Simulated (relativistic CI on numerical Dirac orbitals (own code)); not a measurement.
# Ce³⁶⁺: q coefficients and field-shift factors

Method of calculation: Dirac-Coulomb-Breit CI, orbitals from a KLI potential per configuration, derivatives by finite differences, unscaled Slater integrals, QED left out (own radial code, finite nucleus).

Configurations in the expansion (outside the closed core [Ne] 3s2): 3p⁶3d⁴, 3p⁵3d⁵, 3p⁶3d³4p, 3p⁶3d²4s4p, 3p⁶3d²4s², 3p⁶3d4s²4p. Double excitations out of closed p, d and f shells are left out; levels of such configurations are missing from the list, as are those of other unlisted configurations, and high levels can miss mixing partners.

With x = (α/α₀)² − 1 an excitation energy changes as ω = ω₀ + qx; K = 2q/ω₀ is the relative enhancement. Terms are leading LS components, so labels can repeat. The field-shift factor is F = δν/δ⟨r²⟩ for the transition from the lowest level.

Lowest level 3p⁶3d⁴ ³P0.

```tsv
Level	ω₀ (cm⁻¹)	q (cm⁻¹)	F (GHz/fm²)
3p⁶3d⁴ ⁵D1	123877	174400	1.86
3p⁶3d⁴ ⁵D2	188542	220500	2.44
3p⁶3d⁴ ³F4	199385	172000	2.06
3p⁶3d⁴ ⁵D3	216166	215400	2.47
3p⁶3d⁴ ⁵D0	310768	335200	3.77
3p⁶3d⁴ ⁵D4	321318	342500	3.87
3p⁶3d⁴ ³F2	337319	297500	3.51
3p⁶3d⁴ ³G3	341233	324100	3.76
3p⁶3d⁴ ³H5	362614	333400	3.91
3p⁶3d⁴ ³H6	379094	333300	3.96
3p⁶3d⁴ ³P1	383298	353500	4.12
3p⁶3d⁴ ³G4	411948	342800	4.12
3p⁶3d⁴ ³F3	422558	325800	3.99
```

At this charge energies of transitions that change n are usually good to better than 1 %, and those within a shell (Δn = 0) to a few per cent. Terms inside the open d or f shell come out 10 to 20 % too wide with unscaled integrals.

Q: Which transition from the lowest level has the largest |K|?

A: 3p⁶3d⁴ ⁵D1 at 123877 cm⁻¹, K = 2.82.
